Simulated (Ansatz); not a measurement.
Relaxation of GeH₆N (8 atoms, charge 0, multiplicity 2), to a largest force component of 0.03 eV/Å in at most 50 steps.

The calculation used UHF/def2-SVP in Ansatz.

```xyz
8
Properties=species:S:1:pos:R:3
Ge 0.013 -0.001 -0.330
H 0.055 -0.014 2.429
H 1.463 -0.011 -0.831
H -0.721 1.265 -0.788
H -0.731 -1.265 -0.781
N -0.249 0.152 3.397
H -0.336 -0.750 3.833
H 0.508 0.626 3.861
```

**Question.** Where does it end, and by what steps?

**Answer.** It converged. The force dipped under the threshold on the way, but the program's further checks kept it going. After 11 steps the energy has fallen by 0.112 eV; H3 moved furthest, 0.94 Å.

```json
{"step": "0", "energy less start (eV)": "0.0000", "largest force component (eV/Å)": "1.164", "accepted": "yes"}
{"step": "1", "energy less start (eV)": "-0.0727", "largest force component (eV/Å)": "0.161", "accepted": "yes"}
{"step": "2", "energy less start (eV)": "-0.0839", "largest force component (eV/Å)": "0.376", "accepted": "yes"}
{"step": "3", "energy less start (eV)": "-0.0995", "largest force component (eV/Å)": "0.105", "accepted": "yes"}
{"step": "4", "energy less start (eV)": "-0.1042", "largest force component (eV/Å)": "0.061", "accepted": "yes"}
{"step": "5", "energy less start (eV)": "-0.1079", "largest force component (eV/Å)": "0.054", "accepted": "yes"}
{"step": "6", "energy less start (eV)": "-0.1099", "largest force component (eV/Å)": "0.114", "accepted": "yes"}
{"step": "7", "energy less start (eV)": "-0.1107", "largest force component (eV/Å)": "0.092", "accepted": "yes"}
{"step": "8", "energy less start (eV)": "-0.1115", "largest force component (eV/Å)": "0.023", "accepted": "yes"}
{"step": "9", "energy less start (eV)": "-0.1116", "largest force component (eV/Å)": "0.018", "accepted": "yes"}
{"step": "10", "energy less start (eV)": "-0.1116", "largest force component (eV/Å)": "0.025", "accepted": "yes"}
{"step": "11", "energy less start (eV)": "-0.1117", "largest force component (eV/Å)": "0.021", "accepted": "yes"}
```

```xyz
8
Properties=species:S:1:pos:R:3
Ge 0.077 -0.021 -1.057
H 0.227 -0.098 3.203
H 1.439 -0.018 -1.766
H -0.697 1.272 -1.345
H -0.743 -1.257 -1.449
N -0.262 0.139 4.050
H -0.405 -0.719 4.554
H 0.365 0.701 4.601
```

Time of the run: 10 s on 2 threads of Intel(R) Xeon(R) Platinum 8488C (Sapphire Rapids), with other jobs on the host, peak memory 0.18 GiB.
